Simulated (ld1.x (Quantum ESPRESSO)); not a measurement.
## Which change was made? (Ti, TM semilocal)

Ti (Z = 22), norm-conserving Troullier–Martins (semilocal form), made with ld1.x (Quantum ESPRESSO) 7.5 (LDA (PZ), scalar-relativistic). Core [Ne], reference 3s2 3p6 3d2 4s1 4p1. Waves: 3s (bound): rc 1.15 bohr; 3d (bound): rc 1.25 bohr; 3p (bound): rc 1.15 bohr. Local part: the p channel. Core correction: none.

Occupied shells without a wave of their own: 4p, 4s. They enter only through the test configuration that unscreens the potential.

Cutoffs, loose and tight: the cutoffs (Ry, on a coarse ladder) from which the occupation-weighted sum of valence levels, in a spherical-Bessel basis at the reference potential, stays within 10 and 1 mRy of its value at 400 Ry. They do not see the model core or the augmentation charge, which bear on the density cutoff. Test errors are all-electron minus pseudo excitation energies from the reference, over the configurations 3s2 3p6 3d2 4s2 4p0; 3s2 3p6 3d2 4s1 4p0; 3s2 3p6 3d2 4s0 4p0; 3s2 3p6 3d1 4s0 4p0; 3s2 3p6 3d2 4s1.5 4p0; 3s2 3p6 3d1 4s2 4p1; 3s2 3p6 3d3 4s1 4p0 (two spin-polarised tests are not counted in the largest error); variants that change the core or the reference have their own tests.

The base gives: outcome: generated; cutoff, loose: 110 Ry; cutoff, tight: 180 Ry; bound ghosts: none; largest test error (meV): -248.

Problem. After one change the result is: outcome: generated; cutoff, loose: 110 Ry; cutoff, tight: 200 Ry; bound ghosts: none; largest test error (meV): -189. Which change was it?
A. wave 3s (bound): rc 1.15 bohr becomes 3s (bound): rc 1.38 bohr
B. wave 3s (bound): rc 1.15 bohr becomes 3s (bound): rc 1.10 bohr
C. wave 3s (bound): rc 1.15 bohr becomes 3s (bound): rc 0.96 bohr
D. wave 3s (bound): rc 1.15 bohr becomes 3s (bound): rc 1.50 bohr

Solution. B. The others give: wave 3s (bound): rc 1.15 bohr becomes 3s (bound): rc 1.50 bohr → outcome: generated, misses its reference levels by 0.47 eV; cutoff, loose: 100 Ry; cutoff, tight: 140 Ry; bound ghosts: none; largest test error (meV): -1202 | wave 3s (bound): rc 1.15 bohr becomes 3s (bound): rc 1.38 bohr → outcome: generated, misses its reference levels by 0.31 eV; cutoff, loose: 100 Ry; cutoff, tight: 140 Ry; bound ghosts: none; largest test error (meV): -806 | wave 3s (bound): rc 1.15 bohr becomes 3s (bound): rc 0.96 bohr → outcome: generated; cutoff, loose: 140 Ry; cutoff, tight: 230 Ry; bound ghosts: none; largest test error (meV): -118.
